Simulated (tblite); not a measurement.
Compound: C₆H₆FOS (doublet state).
Numbering: `[CH2:1]=[CH:2][C:3]1=[CH:4][S@@:5](=[O:6])[C:7]([F:8])[CH2:9]1` (hydrogens: H10, H11 on C1; H12 on C2; H13 on C4; H14, H15 on C9)

Structure optimised with GFN2-xTB, isolated species. This method treats the open shell by occupation alone, without spin polarisation.

Question: List the bond lengths, angles and torsions at this level.

Answer: 
```
  bond  length (Å)
 C1=C2       1.329
 C2–C3       1.450
 C3=C4       1.336
 C4–S5       1.803
 S5=O6       1.461
 S5–C7       1.793
 C7–F8       1.346
 C7–C9       1.486
 C3–C9       1.501
C1–H10       1.077
C1–H11       1.076
C2–H12       1.082
C4–H13       1.075
C9–H14       1.096
C9–H15       1.099
```

A selection of angles:
```
   angle  degrees
C1–C2–C3    125.2
C2–C3–C4    123.7
C2–C3–C9    121.7
C4–C3–C9    114.5
C3–C4–S5    115.1
C4–S5–O6    109.7
C4–S5–C7     87.0
O6–S5–C7    111.7
S5–C7–F8    117.0
S5–C7–C9    113.1
F8–C7–C9    117.1
C3–C9–C7    105.5
```

Dihedral angles: C1–C2–C3–C4 179° (antiperiplanar); C2–C3–C4–S5 -177° (antiperiplanar); C3–C4–S5–O6 -126° (anticlinal); C4–S5–C7–F8 161° (antiperiplanar); S5–C7–C9–C3 -22° (synperiplanar); C2–C3–C9–C7 -168° (antiperiplanar).

Of the pairs four or more bonds apart, C9···H10 is among the closest relative to their van der Waals radii: 2.72 Å, 94 % of the sum of Bondi's values. C7 (carbon bonded to C, F and S) is pyramidal (angles 117.1°, 117.0° and 113.1°, sum 347.1°, 0.32 Å off the plane of its three neighbours). C1 (carbon bonded to C and 2 H) is planar (angles 122.7°, 121.2° and 116.1°, sum 360.0°, 0.00 Å off the plane of its three neighbours). C3 (carbon bonded to 3 C) is planar (angles 123.7°, 121.7° and 114.5°, sum 360.0°, 0.01 Å off the plane of its three neighbours). C4 (carbon bonded to C, S and H) is planar (angles 126.0°, 118.7° and 115.1°, sum 359.9°, 0.03 Å off the plane of its three neighbours). The 5-membered ring C3–C4–S5–C7–C9 has internal angles of 87.0° to 115.1° (sum 535°, against 540° for a flat polygon); it is puckered, 0.10 Å rms from its mean plane, widest ring torsion 22°. S5 (sulfur bonded to 2 C and O) is pyramidal (angles 111.7°, 109.7° and 87.0°, sum 308.3°, 0.70 Å off the plane of its three neighbours).

Point group: C1 (no symmetry element, even within 0.4 Å). Its GFN2-xTB frequencies are all real (lowest 72 cm⁻¹).

One conformer stands for the species.

The numbers are calculated, not measured.
